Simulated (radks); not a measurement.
Values are calculated unless marked as measured or tabulated.
Problem. These are the eigenvalues of the occupied orbitals of an atom or ion with whole-number occupations (eV). Level of theory: non-relativistic Kohn-Sham, LDA (Slater exchange, Perdew-Wang correlation), spin-polarised, spherical densities, point nucleus (a radial shooting solver on a logarithmic mesh with Libxc functionals).

| orbital | eigenvalue |
|---|---|
| 1s up | -1580.896 |
| 1s down | -1579.198 |
| 2s up | -176.3575 |
| 2s down | -173.5520 |
| 2p up | -140.1296 |
| 2p down | -137.0191 |

Which element is it, and in what charge state? The configuration may be excited. Open shells, if any, are filled with parallel spins first.

Solution. Z = 13, aluminium, charge +4: Al4+ in [He] 2s2 2p5. The list shows which subshells hold electrons but not how many an open one holds; the 1s level, -58.097 hartree, gives Z - s = 10.8 by -(Z - s)^2/2, which with screening narrows Z to a few neighbours, and the depths of the outer levels then fix element, charge and occupations together.
